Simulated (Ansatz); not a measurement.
Coupled-cluster diagnostics for the cluster B4H⁺ (the lowest singlet isomer of a short search), Ansatz.

Geometry of the singlet (r2SCAN-D4/def2-TZVP):

```xyz
5

B     0.941   -0.363    1.432
B    -0.010   -0.989    0.383
B    -0.427    0.164   -0.650
B     0.561    0.776    0.456
H    -1.066    0.412   -1.622
```

Correlated methods freeze 4 core orbitals. The structure comes from a short search, and lower isomers may exist.

Geometry of the charge 1 triplet (r2SCAN-D4/def2-TZVP):

```xyz
5

B    -0.8898    1.4782    0.8225
B     0.3883    0.5404    0.6925
B     0.4205   -0.6986   -0.3887
B    -0.8866    0.2874   -0.2319
H     0.9676   -1.6074   -0.8944
```

Geometry of the charge 1 quintet (r2SCAN-D4/def2-TZVP):

Cartesian coordinates in Å:
```
B 0.6599 -1.8975 -0.1062
B -0.3815 -0.7085 -0.4977
B -0.4372 0.8332 -0.0608
B 0.9034 -0.1875 0.6018
H -0.7445 1.9603 0.0629
```

Q: Estimate the CCSD(T) correlation energy, the shares of MP2 and (T), T1 and the reference's ⟨S²⟩ for: charge 1, singlet, own geometry in def2-TZVPP; charge 1, triplet, own geometry in def2-TZVPP; charge 1, quintet, own geometry in def2-TZVPP; and the rough time on 4 threads of Arm Neoverse V1 on a shared host.

A: 
```csv
state,basis,correlation (eV),MP2 share (%),(T) share (%),T1,⟨S²⟩ (pure),wall time,remarks
"charge 1, singlet, own geometry",def2-TZVPP,-10.292,85.2,6.5,0.033,0.00 (0.00),3.5 s,"large T1, restricted SCF unstable"
"charge 1, triplet, own geometry",def2-TZVPP,-9.984,83.2,7.1,0.068,2.29 (2.00),14 s,"large T1, spin-contaminated"
"charge 1, quintet, own geometry",def2-TZVPP,-8.809,83.2,6.0,0.036,6.01 (6.00),13 s,–
```
Customary marks for T1 are 0.02 (closed shells), 0.045 (open shells) and about 0.05 (3d metals). T1 exceeds 0.02 in 3 of 3 rows and 0.045 in 1; the higher it lies, the less the single-reference result can be trusted.
